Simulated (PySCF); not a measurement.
SMILES CS[SiH2]c1ccco1 (C5H8OSSi), GFN2-xTB optimised geometry.

```
16

C     -1.83    -3.25     0.06
S     -0.44    -2.07     0.09
Si    -1.55    -0.24     0.00
C     -0.27     1.10     0.00
C      1.10     1.10     0.00
C      1.51     2.45     0.00
C      0.36     3.18     0.00
O     -0.72     2.38     0.00
H     -2.51    -3.04     0.88
H     -1.41    -4.24     0.17
H     -2.35    -3.17    -0.89
H     -2.43    -0.18     1.16
H     -2.35    -0.25    -1.23
H      1.73     0.23     0.00
H      2.51     2.83     0.00
H      0.18     4.24     0.00
```

Density from PySCF 2.14.0 with B3LYP/def2-TZVP at that geometry.

Minimum of the electron density along straight lines between bonded atoms, close to the bond critical point (lines longer than 1.1 times the sum of covalent radii, or with two minima, are not listed):

```json
[
 {"bond": "C1–S2", "length / Å": "1.819", "ρ at the minimum / e bohr⁻³": "0.177", "∇²ρ there / e bohr⁻⁵": "-0.28", "position (fraction from the first atom)": "0.47"},
 {"bond": "S2–Si3", "length / Å": "2.143", "ρ at the minimum / e bohr⁻³": "0.101", "∇²ρ there / e bohr⁻⁵": "0.08", "position (fraction from the first atom)": "0.64"},
 {"bond": "Si3–C4", "length / Å": "1.858", "ρ at the minimum / e bohr⁻³": "0.123", "∇²ρ there / e bohr⁻⁵": "0.24", "position (fraction from the first atom)": "0.39"},
 {"bond": "C4–C5", "length / Å": "1.370", "ρ at the minimum / e bohr⁻³": "0.334", "∇²ρ there / e bohr⁻⁵": "-0.99", "position (fraction from the first atom)": "0.51"},
 {"bond": "C5–C6", "length / Å": "1.411", "ρ at the minimum / e bohr⁻³": "0.303", "∇²ρ there / e bohr⁻⁵": "-0.85", "position (fraction from the first atom)": "0.50"},
 {"bond": "C6–C7", "length / Å": "1.362", "ρ at the minimum / e bohr⁻³": "0.339", "∇²ρ there / e bohr⁻⁵": "-1.01", "position (fraction from the first atom)": "0.48"},
 {"bond": "C4–O8", "length / Å": "1.356", "ρ at the minimum / e bohr⁻³": "0.286", "∇²ρ there / e bohr⁻⁵": "-0.24", "position (fraction from the first atom)": "0.33"},
 {"bond": "C7–O8", "length / Å": "1.339", "ρ at the minimum / e bohr⁻³": "0.301", "∇²ρ there / e bohr⁻⁵": "-0.29", "position (fraction from the first atom)": "0.33"},
 {"bond": "C1–H9", "length / Å": "1.085", "ρ at the minimum / e bohr⁻³": "0.285", "∇²ρ there / e bohr⁻⁵": "-1.00", "position (fraction from the first atom)": "0.64"},
 {"bond": "C1–H10", "length / Å": "1.085", "ρ at the minimum / e bohr⁻³": "0.284", "∇²ρ there / e bohr⁻⁵": "-1.00", "position (fraction from the first atom)": "0.64"},
 {"bond": "C1–H11", "length / Å": "1.085", "ρ at the minimum / e bohr⁻³": "0.285", "∇²ρ there / e bohr⁻⁵": "-1.00", "position (fraction from the first atom)": "0.64"},
 {"bond": "Si3–H12", "length / Å": "1.464", "ρ at the minimum / e bohr⁻³": "0.127", "∇²ρ there / e bohr⁻⁵": "0.17", "position (fraction from the first atom)": "0.49"},
 {"bond": "Si3–H13", "length / Å": "1.464", "ρ at the minimum / e bohr⁻³": "0.126", "∇²ρ there / e bohr⁻⁵": "0.17", "position (fraction from the first atom)": "0.49"},
 {"bond": "C5–H14", "length / Å": "1.071", "ρ at the minimum / e bohr⁻³": "0.293", "∇²ρ there / e bohr⁻⁵": "-1.08", "position (fraction from the first atom)": "0.65"},
 {"bond": "C6–H15", "length / Å": "1.071", "ρ at the minimum / e bohr⁻³": "0.292", "∇²ρ there / e bohr⁻⁵": "-1.07", "position (fraction from the first atom)": "0.65"},
 {"bond": "C7–H16", "length / Å": "1.072", "ρ at the minimum / e bohr⁻³": "0.297", "∇²ρ there / e bohr⁻⁵": "-1.11", "position (fraction from the first atom)": "0.65"}
]
```
